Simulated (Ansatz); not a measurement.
Two isomers of CH7ClGeSi: A = `Cl[SiH2][CH2][GeH3]`, B = `C[SiH](Cl)[GeH3]`.

Gas-phase electronic energies from Ansatz, PBE0-D4/def2-TZVP geometries. CBS: MP2 limit from def2 TZ/QZ plus the TZ coupled-cluster correction, frozen cores. DFT in def2-TZVPP. For Ge outer-core shells are correlated without core-valence functions, which leaves a few kJ/mol of doubt a bond. Scalar relativity is left out up to krypton. One conformer a species, not always the lowest.

A:

```xyz
11

Cl    0.312   -2.020    2.651
Si   -0.386   -0.522    1.417
C     0.575   -0.479   -0.166
Ge   -0.020    0.927   -1.402
H    -1.820   -0.798    1.159
H    -0.248    0.756    2.156
H     0.486   -1.443   -0.676
H     1.634   -0.316    0.052
H    -1.499    0.713   -1.765
H     0.140    2.306   -0.742
H     0.827    0.877   -2.684
```

B:

```xyz
11

C     0.494   -1.389   -0.957
Si    0.168    0.425   -0.691
Cl    1.953    1.459   -0.861
Ge   -0.736    0.886    1.461
H     1.175   -1.778   -0.197
H     0.940   -1.557   -1.940
H    -0.443   -1.950   -0.902
H    -0.730    0.953   -1.752
H    -2.084    0.164    1.641
H     0.225    0.393    2.555
H    -0.963    2.394    1.645
```

Q: Which isomer does CCSD(T)/CBS put lower? Give the gap. (Estimate.)

A: Ansatz gave: B, by 5.2 kcal/mol.

Q: Give E(B) − E(A) in kcal/mol with B2PLYP, PBE-D4, BLYP-D4, LDA (SPW92), ωB97M-V, MP2/def2-TZVPP, CCSD(T)/def2-TZVPP. (Estimate.)

A: Computed: B2PLYP -5.8, PBE-D4 -8.6, BLYP-D4 -7.6, LDA (SPW92) -8.2, ωB97M-V -5.7, MP2/def2-TZVPP -3.9, CCSD(T)/def2-TZVPP -4.8. None reverses the order clearly.

Q: Does the order hold for the free energy at 298.15 K (harmonic terms from PBE0-D4)? (Estimate.)

A: Computed: Yes: G(B) − G(A) = -4.1 kcal/mol, for one conformer each. Modes under 60 cm⁻¹, often nearly free rotors, make the harmonic entropy too high.

Largest T1 diagnostic: 0.011.

From PBE to PBE0 (25 % exact exchange), in def2-TZVPP and without D4, E(B) − E(A) moves by +0.9 kcal/mol. Leaving LDA and LC-ωPBE aside and taking each functional with its dispersion term where it has one, the values spread over 2.9 kcal/mol, from PBE-D4 to ωB97M-V.
